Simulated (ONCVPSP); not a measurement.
**Configuration tests for Co (ONCV)**

ONCVPSP 4.0.1 input, shortened (lines: element, Z, core and valence counts, functional; n l f; lmax; l rc ep ncon nbas qcut; lloc lpopt rc5 dvloc0; l nproj debl; icmod fcfact rcfact), PBE, scalar-relativistic:

```
  Co 27.00    5    3        4      upf
    1    0    2.00
    2    0    2.00
    2    1    6.00
    3    0    2.00
    3    1    6.00
    3    2    7.00
    4    0    1.00
    4    1    1.00
    2
    0    2.35    0.00    4    8    2.50
    1    2.35    0.00    4    7    2.90
    2    1.35    0.00    5   10   12.20
    4    4    1.05    0.00
    0    2    3.20
    1    2    3.10
    2    2    1.00
    1    0.75    0.00
```

Energies are relative to the spin-unpolarised reference configuration 3d7 4s1 4p1; without spin polarisation the order of configurations can differ from experiment.

```tsv
valence configuration	charge	ΔE all-electron (eV)	error AE − PS (meV)
3d7 4s2 4p0	0	-4.351	-2.3
3d7 4s0 4p0	+2	21.465	-28
3d7.5 4s1.5 4p0	0	-5.311	-29
```

Q: What are ΔE and the potential's error for 3d7 4s1 4p0?

A: ΔE = 4.680 eV all-electron; the error (AE − PS) is -2.7 meV.

Levels in the configuration 3d7 4s2 4p0:

```json
{"level": "3d", "all-electron (eV)": "-8.204", "pseudo (eV)": "-8.192"}
{"level": "4s", "all-electron (eV)": "-5.470", "pseudo (eV)": "-5.467"}
```

Note: no bound ghost flagged; GHOST(+) flagged for s at 49.9 eV, p at 110.0 eV.
